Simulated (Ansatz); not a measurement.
One change: `CC(C)[CH2][Sn]([Cl])([Cl])[Cl]` becomes `[CH3][Sn]([Cl])([Cl])[Cl]`.

Ansatz, PBE0-D4/def2-TZVP geometries, multiplicity 1. Each molecule was computed in one conformer, which needn't be the lowest.

Elements past krypton have def2 core potentials.

```csv
property,`CC(C)[CH2][Sn]([Cl])([Cl])[Cl]`
LUMO energy (B3LYP/def2-TZVPP) / eV,-2.17
LUMO energy (PBE/def2-TZVPP) / eV,-2.79
size of the dipole moment (ωB97M-V/def2-TZVPP) / D,4.08
HOMO–LUMO gap (B3LYP/def2-TZVPP) / eV,6.22
HOMO energy (PBE/def2-TZVPP) / eV,-7.40
HOMO–LUMO gap (PBE0/def2-TZVPP) / eV,6.74
```

(1) Give the same properties after the change, and the shifts. (Best estimate.)

Answers

(1) Ansatz gave: 
```csv
property,`[CH3][Sn]([Cl])([Cl])[Cl]`,shift
LUMO energy (B3LYP/def2-TZVPP) / eV,-2.30,-0.13
LUMO energy (PBE/def2-TZVPP) / eV,-2.92,-0.13
size of the dipole moment (ωB97M-V/def2-TZVPP) / D,3.32,-0.76
HOMO–LUMO gap (B3LYP/def2-TZVPP) / eV,6.52,0.30
HOMO energy (PBE/def2-TZVPP) / eV,-7.75,-0.35
HOMO–LUMO gap (PBE0/def2-TZVPP) / eV,7.08,0.34
```

With PBE0 the HOMO falls by 0.46 eV and the LUMO falls by 0.12 eV, so the gap widens by about 0.34 eV. PBE moves the HOMO by -0.35 eV and ωB97M-V by -0.51 eV. Dipoles are sizes alone; their direction can turn.

Positive LUMOs are unbound, so they and the gaps depend on the basis.

B3LYP here is the variant with VWN-RPA as its local correlation; programs differ in this.
